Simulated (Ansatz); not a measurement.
```yaml
atoms:
  - { symbol: C, position_ang: [0.0811, -0.0141, -0.6705] }
  - { symbol: O, position_ang: [0.0237, -0.0937, 0.6556] }
  - { symbol: H, position_ang: [-0.0319, 0.8123, 1.0183] }
  - { symbol: H, position_ang: [0.0846, -1.0133, -1.1106] }
  - { symbol: H, position_ang: [-0.4309, 0.8418, -1.2370] }
```

Basis set: cc-pVDZ (spherical functions). Frozen core: 2 orbitals. Charge 0, multiplicity 2.

Computed with Ansatz (development build ahead of 0.2.0); each method stands on the lowest determinant of its kind that the runs found.

The atomization energy at this shape (free ground-state atoms in the same class of orbitals less the molecule, no zero-point energy) of doublet CH3O:

```csv
method,atomization energy
UHF,12.06 eV
```

**Question.** What does UHF-MP2 give?

**Answer.** 16.33 eV.
